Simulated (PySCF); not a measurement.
Compound: C₅H₉FO.
Cartesian coordinates in Å at the GFN2-xTB level; atoms count from 1:
```xyz
16
C5H9FO angstrom
C     -1.8568    0.9400    0.1426
C     -1.0732   -0.0981   -0.6376
C     -0.2162   -1.0766    0.1781
C      0.9651   -0.4657   -0.5842
C      2.0172    0.2745    0.2331
F      2.8895   -0.6198    0.8002
O      0.1019    0.4352   -1.2777
H     -2.2432    1.6968   -0.5350
H     -1.2168    1.4272    0.8743
H     -2.6874    0.4603    0.6549
H     -1.7181   -0.5816   -1.3810
H     -0.2084   -0.8854    1.2482
H     -0.3949   -2.1313   -0.0067
H      1.4690   -1.1524   -1.2755
H      1.5662    0.8493    1.0479
H      2.5985    0.9366   -0.4159
```

Structure optimised with GFN2-xTB, isolated species.

Take the most abundant isotopes and a rigid rotor. The values belong to one conformer with, in the numbering `[CH3:1][C@@H:2]1[CH2:3][C@H:4]([CH2:5][F:6])[O:7]1`, C3–C4–C5–F6 81°.

Question: Give the principal moments of inertia and the rotational constants in cm⁻¹.

Answer: Ia = 85.51, Ib = 338.00, Ic = 343.67 u·Å²; 505379 MHz·u·Å²/I gives 5910, 1495 and 1471 MHz, that is A = 0.19713, B = 0.04987, C = 0.04905 cm⁻¹.

Question: Classify the top.

Answer: A near-prolate asymmetric top. Ray's parameter κ = (2B − A − C)/(A − C) = -0.989; −1 is the prolate and +1 the oblate limit.

Question: Is it planar, by Δ = Ic − Ia − Ib?

Answer: Not planar: Δ = Ic − Ia − Ib = -79.84 u·Å². For a rigid frame Δ = −2 Σ m c², so Σ m c² = 39.92 u·Å² lies off the ab plane: 14.10 from hydrogen and 25.82 from heavier atoms. The atom farthest from that plane is 1.76 Å away.

Question: Give the other two planar moments, Paa and Pbb, and the rms extents of the mass along the axes.

Answer: Paa = Σ m a² = (Ib + Ic − Ia)/2 = 298.08 and Pbb = Σ m b² = (Ia + Ic − Ib)/2 = 45.59 u·Å². With the mass M = 104.06 u, the rms extents √(P/M) along a, b and c are 1.69, 0.66, 0.62 Å.

Whether it is a minimum is left open (no frequencies). Constants of a rigid frame at the computed geometry: no zero-point averaging, no centrifugal distortion.
